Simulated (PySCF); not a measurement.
# Computed properties of HfH4, SMILES [HfH4], multiplicity 1

HfH4, SMILES [HfH4], multiplicity 1. Geometry: B3LYP-D3(BJ)/def2-TZVPD. The spin state was assumed, not searched. The def2 effective core potentials stand for the cores of Hf; spin–orbit coupling is left out. Other conformers were not sampled. All values are computed for the isolated molecule unless a solvent is named; none is compared with measurement here.

**Structure.** The optimised structure has Td symmetry. All 9 harmonic modes at B3LYP-D3(BJ)/def2-TZVPD (PySCF) are real, so it is a minimum.

**Vibrations.** The strongest infrared lines (harmonic, unscaled, degenerate partners summed) lie at 1704 cm⁻¹ (1525 km/mol, H 99 %), 556 cm⁻¹ (528 km/mol, H 99 %). The softest mode is at 556 cm⁻¹ and the zero-point energy is 14.2 kcal/mol.

**Electronic structure.** B3LYP/def2-TZVPD (PySCF) places the frontier levels at -8.26 and -2.34 eV, a gap of 5.92 eV, and gives a dipole moment of 0.00 D and a mean polarisability of 50.6 bohr³. PBE/def2-TZVPD (PySCF) at the same geometry gives -7.12 and -3.08 eV, so its gap is 1.88 eV narrower. An orbital gap is neither the optical nor the fundamental gap.

**Excitations.** TDA-PBE0/def2-TZVPD (PySCF) has S1 at 4.40 eV (282 nm, f = 0.000, dark); the most intense of the 10 singlets computed lies at 4.68 eV (f = 0.03). Strengths of degenerate partners are summed. T1 (TDA) is at 4.02 eV, 0.38 eV under S1. TDA-PBE/def2-TZVPD (PySCF) puts S1 at 4.01 eV. No vertical singlet excitation falls in the visible range (under 3.1 eV).
